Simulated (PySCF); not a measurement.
Al(H)(OH)(SMe) (CH₅AlOS), SMILES C[S][AlH][OH].

Coordinates come from a PBE0-D3(BJ)/def2-SVP optimisation. One conformer was computed; it need not be the lowest.

All values below come from PBE0-D3(BJ)/def2-SVP run with PySCF.

Frequencies are harmonic and unscaled.

### Question
Give all harmonic wavenumbers and intensities. (The exact figures need the calculation; the answer reports its results.)

### Answer

```json
[
 {"mode": "1", "ν (cm⁻¹)": "90", "IR (km/mol)": "2.6", "Raman (Å⁴/amu)": "0.5", "depolarisation": "0.75", "moving atoms (share of kinetic energy)": "H 67 %, S 13 %, Al 11 %"},
 {"mode": "2", "ν (cm⁻¹)": "128", "IR (km/mol)": "6.3", "Raman (Å⁴/amu)": "0.3", "depolarisation": "0.75", "moving atoms (share of kinetic energy)": "H 50 %, O 19 %, Al 12 %, C 10 %, S 9 %"},
 {"mode": "3", "ν (cm⁻¹)": "145", "IR (km/mol)": "3.9", "Raman (Å⁴/amu)": "0.8", "depolarisation": "0.72", "moving atoms (share of kinetic energy)": "C 38 %, O 37 %, H 22 %"},
 {"mode": "4", "ν (cm⁻¹)": "259", "IR (km/mol)": "7.1", "Raman (Å⁴/amu)": "3.4", "depolarisation": "0.64", "moving atoms (share of kinetic energy)": "Al 29 %, S 26 %, O 20 %, H 13 %, C 11 %"},
 {"mode": "5", "ν (cm⁻¹)": "309", "IR (km/mol)": "84.3", "Raman (Å⁴/amu)": "1.3", "depolarisation": "0.75", "moving atoms (share of kinetic energy)": "H 93 %"},
 {"mode": "6", "ν (cm⁻¹)": "476", "IR (km/mol)": "153.8", "Raman (Å⁴/amu)": "3.0", "depolarisation": "0.75", "moving atoms (share of kinetic energy)": "H 80 %, Al 16 %"},
 {"mode": "7", "ν (cm⁻¹)": "490", "IR (km/mol)": "31.7", "Raman (Å⁴/amu)": "11.7", "depolarisation": "0.15", "moving atoms (share of kinetic energy)": "S 42 %, Al 33 %, H 21 %"},
 {"mode": "8", "ν (cm⁻¹)": "514", "IR (km/mol)": "178.0", "Raman (Å⁴/amu)": "9.6", "depolarisation": "0.45", "moving atoms (share of kinetic energy)": "H 81 %, O 8 %"},
 {"mode": "9", "ν (cm⁻¹)": "669", "IR (km/mol)": "146.4", "Raman (Å⁴/amu)": "6.3", "depolarisation": "0.30", "moving atoms (share of kinetic energy)": "H 75 %, O 16 %"},
 {"mode": "10", "ν (cm⁻¹)": "722", "IR (km/mol)": "7.8", "Raman (Å⁴/amu)": "11.5", "depolarisation": "0.36", "moving atoms (share of kinetic energy)": "C 59 %, S 32 %, H 9 %"},
 {"mode": "11", "ν (cm⁻¹)": "871", "IR (km/mol)": "139.1", "Raman (Å⁴/amu)": "3.7", "depolarisation": "0.11", "moving atoms (share of kinetic energy)": "O 47 %, Al 42 %, H 10 %"},
 {"mode": "12", "ν (cm⁻¹)": "968", "IR (km/mol)": "6.8", "Raman (Å⁴/amu)": "2.0", "depolarisation": "0.75", "moving atoms (share of kinetic energy)": "H 85 %, C 14 %"},
 {"mode": "13", "ν (cm⁻¹)": "991", "IR (km/mol)": "6.4", "Raman (Å⁴/amu)": "3.9", "depolarisation": "0.70", "moving atoms (share of kinetic energy)": "H 82 %, C 15 %"},
 {"mode": "14", "ν (cm⁻¹)": "1337", "IR (km/mol)": "6.1", "Raman (Å⁴/amu)": "3.2", "depolarisation": "0.75", "moving atoms (share of kinetic energy)": "H 87 %, C 12 %"},
 {"mode": "15", "ν (cm⁻¹)": "1457", "IR (km/mol)": "6.6", "Raman (Å⁴/amu)": "19.0", "depolarisation": "0.72", "moving atoms (share of kinetic energy)": "H 96 %"},
 {"mode": "16", "ν (cm⁻¹)": "1460", "IR (km/mol)": "6.4", "Raman (Å⁴/amu)": "12.6", "depolarisation": "0.75", "moving atoms (share of kinetic energy)": "H 95 %"},
 {"mode": "17", "ν (cm⁻¹)": "1972", "IR (km/mol)": "183.5", "Raman (Å⁴/amu)": "166.5", "depolarisation": "0.17", "moving atoms (share of kinetic energy)": "H 96 %"},
 {"mode": "18", "ν (cm⁻¹)": "3073", "IR (km/mol)": "23.1", "Raman (Å⁴/amu)": "149.4", "depolarisation": "0.03", "moving atoms (share of kinetic energy)": "H 98 %"},
 {"mode": "19", "ν (cm⁻¹)": "3189", "IR (km/mol)": "2.3", "Raman (Å⁴/amu)": "100.5", "depolarisation": "0.75", "moving atoms (share of kinetic energy)": "H 90 %, C 10 %"},
 {"mode": "20", "ν (cm⁻¹)": "3196", "IR (km/mol)": "0.5", "Raman (Å⁴/amu)": "47.3", "depolarisation": "0.66", "moving atoms (share of kinetic energy)": "H 90 %, C 10 %"},
 {"mode": "21", "ν (cm⁻¹)": "3992", "IR (km/mol)": "122.9", "Raman (Å⁴/amu)": "132.0", "depolarisation": "0.29", "moving atoms (share of kinetic energy)": "H 94 %"}
]
```
